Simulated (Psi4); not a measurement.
C$_{7}$H$_{13}$O, doublet, geometry from GFN2-xTB; Psi4 with R2SCAN/STO-3G.

Here is a job for Psi4.
```
memory 2 GB

molecule mol {
0 2
C     3.769961   -0.037798   -0.257341
C     2.695692    0.754186    0.515954
C     1.496995   -0.065047    0.792347
C     0.356526   -0.147015   -0.140765
C    -0.993272    0.037091    0.575782
C    -2.167713   -0.228158   -0.340115
C    -3.465233    0.390819    0.120887
O    -2.079270   -0.877772   -1.350242
H     4.641592    0.586949   -0.437933
H     3.372796   -0.371515   -1.212511
H     4.077186   -0.910528    0.313446
H     3.141187    1.097967    1.454141
H     2.423093    1.629608   -0.079321
H     1.517618   -0.743153    1.629915
H     0.315502   -1.128461   -0.635074
H     0.452242    0.606528   -0.925193
H    -1.070693    1.038311    1.002647
H    -1.061267   -0.677885    1.400970
H    -4.300352   -0.026956   -0.434986
H    -3.424356    1.463525   -0.061471
H    -3.608122    0.233314    1.186806
}

set {
  basis sto-3g
  reference uks
}

energy('r2scan')
print_variables()
```

Output, abridged:

```
   => Loading Basis Set <=

    Name: STO-3G
    Role: ORBITAL
    Keyword: BASIS

         ---------------------------------------------------------
                                   SCF
               by Justin Turney, Rob Parrish, Andy Simmonett
                          and Daniel G. A. Smith
                              UKS Reference
         ---------------------------------------------------------

  ==> Geometry <==

    Molecular point group: c1
    Full point group: C1

    Geometry (in Angstrom), charge = 0, multiplicity = 2:

       Center              X                  Y                   Z               Mass
    ------------   -----------------  -----------------  -----------------  -----------------
         C            3.826683904205    -0.013293681653    -0.229316028040    12.000000000000
         C            2.752414904205     0.778690318347     0.543978971960    12.000000000000
         C            1.553717904205    -0.040542681653     0.820371971960    12.000000000000
         C            0.413248904205    -0.122510681653    -0.112740028040    12.000000000000
         C           -0.936549095795     0.061595318347     0.603806971960    12.000000000000
         C           -2.110990095795    -0.203653681653    -0.312090028040    12.000000000000
         C           -3.408510095795     0.415323318347     0.148911971960    12.000000000000
         O           -2.022547095795    -0.853267681653    -1.322217028040    15.994914619570
         H            4.698314904205     0.611453318347    -0.409908028040     1.007825032230
         H            3.429518904205    -0.347010681653    -1.184486028040     1.007825032230
         H            4.133908904205    -0.886023681653     0.341470971960     1.007825032230
         H            3.197909904205     1.122471318347     1.482165971960     1.007825032230
         H            2.479815904205     1.654112318347    -0.051296028040     1.007825032230
         H            1.574340904205    -0.718648681653     1.657939971960     1.007825032230
         H            0.372224904205    -1.103956681653    -0.607049028040     1.007825032230
         H            0.508964904205     0.631032318347    -0.897168028040     1.007825032230
         H           -1.013970095795     1.062815318347     1.030671971960     1.007825032230
         H           -1.004544095795    -0.653380681653     1.428994971960     1.007825032230
         H           -4.243629095795    -0.002451681653    -0.406961028040     1.007825032230
         H           -3.367633095795     1.488029318347    -0.033446028040     1.007825032230
         H           -3.551399095795     0.257818318347     1.214830971960     1.007825032230

  Running in c1 symmetry.

  Rotational constants: A =      0.19973  B =      0.02387  C =      0.02229 [cm^-1]
  Rotational constants: A =   5987.61754  B =    715.52642  C =    668.27786 [MHz]
  Nuclear repulsion =  359.529775688014297

  Charge       = 0
  Multiplicity = 2
  Electrons    = 63
  Nalpha       = 32
  Nbeta        = 31

  ==> Algorithm <==

  SCF Algorithm Type is DF.
  DIIS enabled.
  MOM disabled.
  Fractional occupation disabled.
  Guess Type is SAD.
  Energy threshold   = 1.00e-06
  Density threshold  = 1.00e-06
  Integral threshold = 1.00e-12

  ==> Primary Basis <==

  Basis Set: STO-3G
    Blend: STO-3G
    Number of shells: 37
    Number of basis functions: 53
    Number of Cartesian functions: 53
    Spherical Harmonics?: true
    Max angular momentum: 1

  ==> DFT Potential <==

   => LibXC <=

    Version 7.1.2
    S. Lehtola, C. Steigemann, M. J. T. Oliveira, and M. A. L. Marques,  SoftwareX 7, 1–5 (2018) (10.1016/j.softx.2017.11.002)

   => Composite Functional: R2SCAN <=

    r2SCAN Meta-GGA XC Functional  (0.1021/acs.jpclett.0c02405)
    J. W. Furness, A. D. Kaplan, J. Ning, J. P. Perdew, J. Sun  J. Phys. Chem. Lett.  11, 8208–8215, 2020

    Deriv               =              1
    GGA                 =           TRUE
    Meta                =           TRUE

    Exchange Hybrid     =          FALSE
    MP2 Hybrid          =          FALSE

   => Exchange Functionals <=

    1.0000   XC_MGGA_X_R2SCAN

   => Correlation Functionals <=

    1.0000   XC_MGGA_C_R2SCAN

   => LibXC Density Thresholds  <==

    XC_MGGA_C_R2SCAN:  1.00E-15
    XC_MGGA_X_R2SCAN:  1.00E-11

   => Molecular Quadrature <=

    Radial Scheme          =       TREUTLER
    Pruning Scheme         =           NONE
    Nuclear Scheme         =       TREUTLER

    Blocking Scheme        =         OCTREE
    BS radius alpha        =              1
    Pruning alpha          =              1
    Radial Points          =             75
    Spherical Points       =            302
    Total Points           =         440808
    Total Blocks           =           3247
    Max Points             =            256
    Max Functions          =             49
    Weights Tolerance      =       1.00E-15

   => Loading Basis Set <=

    Name: (STO-3G AUX)
    Role: JKFIT
    Keyword: DF_BASIS_SCF

  ==> Integral Setup <==

  SCF_SUBTYPE=INCORE selected. In-core MEM_DF algorithm will be used.
  Using in-core AOs.

  ==> MemDFJK: Density-Fitted J/K Matrices <==

    J tasked:                   Yes
    K tasked:                    No
    wK tasked:                   No
    Algorithm:                 Core
    Schwarz Cutoff:           1E-12
    Mask sparsity (%):       4.4144
    Fitting Condition:        1E-10

   => Auxiliary Basis Set <=

  Basis Set: (STO-3G AUX)
    Blend: DEF2-UNIVERSAL-JKFIT
    Number of shells: 278
    Number of basis functions: 836
    Number of Cartesian functions: 976
    Spherical Harmonics?: true
    Max angular momentum: 4

  Minimum eigenvalue in the overlap matrix is 1.9918032664E-01.
  Reciprocal condition number of the overlap matrix is 7.7821417665E-02.
    Using symmetric orthogonalization.

  ==> Pre-Iterations <==

  SCF Guess: Superposition of Atomic Densities via on-the-fly atomic UHF (no occupation information).

   -------------------------
    Irrep   Nso     Nmo
   -------------------------
     A         53      53
   -------------------------
    Total      53      53
   -------------------------

  ==> Iterations <==

                           Total Energy        Delta E     RMS |[F,P]|

   @DF-UKS iter SAD:  -341.24986654604959   -3.41250e+02   0.00000e+00
   @DF-UKS iter   1:  -345.15017909816152   -3.90031e+00   6.20813e-03 DIIS/ADIIS
   @DF-UKS iter   2:  -344.82864694637317    3.21532e-01   1.58979e-02 DIIS/ADIIS
   @DF-UKS iter   3:  -345.21619937665497   -3.87552e-01   9.70080e-04 DIIS/ADIIS
   @DF-UKS iter   4:  -345.21768798332755   -1.48861e-03   3.24855e-04 DIIS/ADIIS
   @DF-UKS iter   5:  -345.21789745790250   -2.09475e-04   6.59954e-05 DIIS
   @DF-UKS iter   6:  -345.21790902995201   -1.15720e-05   3.33414e-05 DIIS
   @DF-UKS iter   7:  -345.21791191092444   -2.88097e-06   6.21573e-06 DIIS
   @DF-UKS iter   8:  -345.21791200081316   -8.98887e-08   3.26709e-06 DIIS
   @DF-UKS iter   9:  -345.21791202423901   -2.34259e-08   6.24924e-07 DIIS
  Energy and wave function converged.

  ==> Post-Iterations <==

   Electrons on quadrature grid:
      Nalpha   =   31.9999790461 ; deviation = -2.095e-05
      Nbeta    =   30.9999753450 ; deviation = -2.466e-05
      Ntotal   =   62.9999543910 ; deviation = -4.561e-05

   @Spin Contamination Metric:   6.096061986E-03
   @S^2 Expected:                7.500000000E-01
   @S^2 Observed:                7.560960620E-01
   @S   Expected:                5.000000000E-01
   @S   Observed:                5.000000000E-01

    Orbital Energies [Eh]
    ---------------------

    Alpha Occupied:

[...]
    Alpha Virtual:

[...]
    Beta Occupied:

[...]
      31A     -0.097986

    Beta Virtual:

[...]
      53A      0.705241

    Final Occupation by Irrep:
              A
    DOCC [    31 ]
    SOCC [     1 ]
    NA   [    32 ]
    NB   [    31 ]

  @DF-UKS Final Energy:  -345.21791202423901

   => Energetics <=

    Nuclear Repulsion Energy =            359.5297756880142970
    One-Electron Energy =               -1180.9144941589051996
    Two-Electron Energy =                 527.5606267105254119
    DFT Exchange-Correlation Energy =     -51.3938202638735504
    Empirical Dispersion Energy =           0.0000000000000000
    VV10 Nonlocal Energy =                  0.0000000000000000
    Total Energy =                       -345.2179120242390127

  UHF NO Occupations:
  HONO-2 :   30  A 1.9995737
  HONO-1 :   31  A 1.9982662
  HONO-0 :   32  A 1.0000000
  LUNO+0 :   33  A 0.0017338
  LUNO+1 :   34  A 0.0004263
  LUNO+2 :   35  A 0.0003679
  LUNO+3 :   36  A 0.0003280

Computation Completed

Properties will be evaluated at   0.000000,   0.000000,   0.000000 [a0]

Properties computed using the SCF density matrix

 Multipole Moments:

 ------------------------------------------------------------------------------------
     Multipole            Electronic (a.u.)      Nuclear  (a.u.)        Total (a.u.)
 ------------------------------------------------------------------------------------

 L = 1.  Multiply by 2.5417464519 to convert [e a0] to [Debye]
 Dipole X            :         -6.7833772            6.7530213           -0.0303559
 Dipole Y            :         -2.5688142            2.9172988            0.3484846
 Dipole Z            :         -2.8187250            3.3364385            0.5177136
 Magnitude           :                                                    0.6248122

 ------------------------------------------------------------------------------------

  Variable Map:
  ----------------------------------------------------------------------------
[...]
  Array Variable Map:
  ----------------------------------------------------------------------------
[...]
[...]
```
